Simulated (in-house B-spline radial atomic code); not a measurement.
A radial electron density 4πr²n(r) was computed for an atom or ion in its tabulated ground configuration with an all-electron radial atomic-structure program (B-spline basis); method: Dirac-Hartree-Fock, average of configuration. Columns: r (bohr), 4πr²n(r) (electrons per bohr), bar.

```
 0.00342   0.4396 #
 0.00399   0.5855 #
 0.00464   0.7728 ##
 0.00541    1.021 ##
  0.0063     1.34 ###
 0.00734    1.752 ####
 0.00854    2.272 #####
 0.00995    2.933 #######
  0.0116    3.761 ########
  0.0135    4.765 ###########
  0.0157    5.968 #############
  0.0183    7.409 #################
  0.0213    9.049 ####################
  0.0249    10.93 #########################
  0.0289    12.84 #############################
  0.0337    14.83 #################################
  0.0393    16.69 #####################################
  0.0457    18.21 #########################################
  0.0533    19.25 ###########################################
  0.0621     19.6 ############################################
  0.0723    19.19 ###########################################
  0.0842    18.06 #########################################
  0.0981    16.44 #####################################
   0.114    14.76 #################################
   0.133    13.43 ##############################
   0.155    12.98 #############################
    0.18    13.58 ##############################
    0.21    15.13 ##################################
   0.245    17.05 ######################################
   0.285    18.52 ##########################################
   0.332     18.8 ##########################################
   0.387    17.46 #######################################
   0.451     14.6 #################################
   0.525    10.87 ########################
   0.611    7.085 ################
   0.712    3.951 #########
   0.829    1.858 ####
   0.966   0.7119 ##
    1.13    0.209 
    1.31   0.0508 
    1.53 0.008402
```

**Question.** Which atom or ion is it?
A. Cl6+
B. Cl7+
C. Ca8+
D. S7+

**Answer.** B. The area under the curve, ∫4πr²n dr = ∫r·4πr²n d(ln r) on this logarithmic grid, is 10 electrons, which only this option has. The configuration is [He] 2s2 2p6.
